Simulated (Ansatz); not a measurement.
[Au(OH)4]- (AuO₄H₄⁻). Total charge -1; singlet. Geometry PBE0-D4/def2-SVPD; atoms count from 1.

Cartesian coordinates in Å:
```
Au 0.000 0.000 0.000
O -0.363 -1.580 1.154
H -0.335 -2.318 0.536
O -0.146 1.192 1.587
H -0.333 0.581 2.307
O 0.364 1.580 -1.154
H 0.333 2.318 -0.536
O 0.147 -1.192 -1.587
H 0.333 -0.581 -2.307
```

In the def2 sets Au takes a core potential; there is no spin–orbit coupling.

(1) Estimate the Mulliken populations from the PBE0/def2-TZVPD orbitals of Ansatz.

(2) And the Mayer bond orders between heavy atoms (over 0.3)?

Answers

(1) 
```
atom  charge (e)  d electrons
 Au1        0.91         8.80
  O2       -0.78            –
  H3        0.30            –
  O4       -0.78            –
  H5        0.30            –
  O6       -0.78            –
  H7        0.30            –
  O8       -0.78            –
  H9        0.30            –
```
Mulliken values depend strongly on the basis. With diffuse functions, as here, like atoms can get unlike values, and bond orders can come out too low or too high.

(2) Au1–O2 0.53 (1.99 Å); Au1–O4 0.53 (1.99 Å); Au1–O6 0.53 (1.99 Å); Au1–O8 0.53 (1.99 Å).
